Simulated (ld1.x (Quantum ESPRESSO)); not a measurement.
What one change does to a pseudopotential (zinc, ultrasoft)

* Element: Zn
* Generator: ld1.x (Quantum ESPRESSO) 7.5
* Type: ultrasoft
* Functional: LDA (PZ)
* Relativity: scalar-relativistic
* Frozen core: [Ne] 3s2
* Valence charge: 18
* Reference configuration: 3p6 3d10 4s2 4p0
* Partial waves: 4s (bound): rcut 1.50, rcutus 1.75 bohr; 4s channel at 3.95 Ry: rcut 1.50, rcutus 1.75 bohr; 3p (bound): rcut 1.00, rcutus 1.10 bohr; 4p (bound, empty): rcut 1.00, rcutus 1.10 bohr; 3d (bound): rcut 1.00, rcutus 1.05 bohr; 3d channel at 0.25 Ry: rcut 1.00, rcutus 1.05 bohr
* Local potential: all-electron potential smoothed inside 1.65 bohr (lloc = -1)
* Core correction: Bessel-smoothed model core inside 0.50 bohr
* Augmentation charge: PSQ, inside the norm-conserving radii

Change: local potential all-electron potential smoothed inside 1.25 bohr (lloc = -2).

Cutoffs: the cutoffs (Ry, on a coarse ladder) from which the occupation-weighted sum of valence levels, in a spherical-Bessel basis at the reference potential, stays within 10 and 1 mRy of its value at 400 Ry; they do not see the model core or the augmentation charge, which bear on the density cutoff. Errors are all-electron minus pseudo energies relative to the spin-unpolarised reference configuration.

What does the change do?

The potential gets neither clearly harder nor softer (140 Ry and 230 Ry → 140 Ry and 230 Ry); the errors of the 9 common tests hardly move; neither file shows a bound ghost.

```tsv
quantity	base	changed
cutoff, loose	140 Ry	140 Ry
cutoff, tight	230 Ry	230 Ry
bound ghosts	none	none
error for 3p6 3d10 4s1 4p0, meV [ΔE 10.19 eV]	-1.4	-1.3
error for 3p6 3d10 4s0 4p0, meV [ΔE 28.96 eV]	-5.2	-4.8
error for 3p6 3d9 4s0 4p0, meV [ΔE 69.85 eV]	-48	-48
error for 3p6 3d9 4s2 4p1, meV [ΔE 12.36 eV]	-51	-48
error for 3p6 3d10 4s0 4p2, meV [ΔE 10.75 eV]	-0.5	-0.6
error for 3p5 3d10 4s2 4p0, meV [ΔE 91.92 eV]	-19	-17
error for 3p6 3d10 4s1.5 4p0, meV [ΔE 4.08 eV]	-0.5	-0.5
error for 3p6 3d10 4s1 4p0 (spin-polarised), meV [ΔE 9.94 eV]	-1.9	-1.9
error for 3p6 3d9 4s0 4p0 (spin-polarised), meV [ΔE 69.58 eV]	-29	-29
s: phases at 1.90 bohr within 0.05 rad from the reference energy up to (Ry; the scan ends near 5)	to the end of the scan	to the end of the scan
p: phases at 1.90 bohr within 0.05 rad from the reference energy up to (Ry; the scan ends near 5)	to the end of the scan	to the end of the scan
d: phases at 1.90 bohr within 0.05 rad from the reference energy up to (Ry; the scan ends near 5)	to the end of the scan	to the end of the scan
lowest overlap eigenvalue by channel	s 0.54, p 0.17, d 0.99	s 0.55, p 0.16, d 0.96
```
